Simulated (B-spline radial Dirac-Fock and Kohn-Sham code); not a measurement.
# What relativity does to the binding energies of Pb²⁹⁺

System: Pb²⁹⁺, configuration [Kr] 4d10 4f7.

Both columns are ΔSCF binding energies of the configuration average from a B-spline atomic structure program: non-relativistic Hartree-Fock with a point nucleus, and Dirac-Fock with a finite nucleus and the Coulomb interaction alone, averaged over the two j levels with weights 2j+1.

| shell | Hartree-Fock (eV) | Dirac-Fock (eV) | shift (eV) | shift (%) |
| --- | --- | --- | --- | --- |
| 1s | 80499.3 | 89491.4 | +8992.02 | +11.17 |
| 2s | 14493.8 | 16926.2 | +2432.35 | +16.78 |
| 2p | 13970.1 | 14798.5 | +828.46 | +5.93 |
| 3s | 4233.2 | 4854.4 | +621.22 | +14.68 |
| 3p | 3985.5 | 4225.3 | +239.83 | +6.02 |
| 3d | 3529.4 | 3513.6 | -15.88 | -0.45 |
| 4s | 1634.0 | 1813.9 | +179.84 | +11.01 |
| 4p | 1522.1 | 1593.2 | +71.11 | +4.67 |
| 4d | 1316.8 | 1317.7 | +0.89 | +0.07 |
| 4f | 1056.2 | 1041.7 | -14.51 | -1.37 |

Relativity binds 1s, 2s, 2p, 3s, 3p, 4s, 4p, 4d more strongly, among those listed most of all 2s in relative terms, and 3d, 4f more weakly, because the contracted s and p shells screen the nucleus better.

Values without a named source are computed, but for edge energies of neutral atoms, which are taken from tables.
